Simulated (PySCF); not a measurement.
**How far are cheaper levels from CCSD(T)/CBS for AsF⁺?**

PySCF; the state is a doublet (π ↑). The composite is CCSD(T) extrapolated to the basis-set limit from two correlation-consistent sets, with core-valence (CV) and scalar-relativistic (SR) terms as its label shows; it has no spin–orbit coupling and nothing beyond (T). Here it is CCSD(T)/CBS(DT)+CV. It gives Re = 1.653 Å, ωe = 835 cm⁻¹ and De = 4.65 eV to As⁺ + F.

```
    level               basis                           relativity  Re (Å)  ωe (cm⁻¹)  De (eV)
      UHF         aug-pcseg-1                        no relativity   1.675        848     2.23
      LDA         def2-TZVPPD                        no relativity   1.663        822     6.13
      PBE             pcseg-1                        no relativity   1.730        755     4.88
      PBE         aug-pcseg-1                        no relativity   1.729        752     4.94
   revPBE         aug-pcseg-1                        no relativity   1.735        743     4.66
   r²SCAN         aug-pcseg-1                        no relativity   1.707        786     4.64
   r²SCAN         def2-TZVPPD                        no relativity   1.665        827     4.89
     PBE0  cc-pVTZ-PP/cc-pVTZ  scalar-relativistic core potentials   1.660        838     4.67
CAM-B3LYP         aug-pcseg-1                        no relativity   1.700        805     4.49
CAM-B3LYP         def2-TZVPPD                        no relativity   1.660        844     4.78
```

Problem. Give the difference of each row from the composite.

Solution. 

```tsv
level	basis	ΔRe (pm)	Δωe (%)	ΔDe (eV)
UHF	aug-pcseg-1	+2.2	+1.6	-2.42
LDA	def2-TZVPPD	+1.0	-1.6	+1.48
PBE	pcseg-1	+7.7	-9.6	+0.23
PBE	aug-pcseg-1	+7.6	-9.9	+0.29
revPBE	aug-pcseg-1	+8.2	-11.0	+0.01
r²SCAN	aug-pcseg-1	+5.4	-5.9	-0.01
r²SCAN	def2-TZVPPD	+1.2	-1.0	+0.24
PBE0	cc-pVTZ-PP/cc-pVTZ	+0.7	+0.4	+0.02
CAM-B3LYP	aug-pcseg-1	+4.7	-3.6	-0.16
CAM-B3LYP	def2-TZVPPD	+0.7	+1.1	+0.13
```

Problem. Which rows come closest in De?

Solution. revPBE in aug-pcseg-1 (+0.01 eV); r²SCAN in aug-pcseg-1 (-0.01 eV); PBE0 in cc-pVTZ-PP/cc-pVTZ (+0.02 eV), counted from the composite.

Correlated steps freeze 5 core orbitals. Spin–orbit coupling is left out. For an ion De counts to the pair picked by the measured ionisation energies or electron affinities, which need not be the lowest pair at this level. Counting both spins, an empty level lies below a filled one in some of these solutions, because spin and occupation are held. The state was picked by a PBE0 search and need not be the measured ground state.
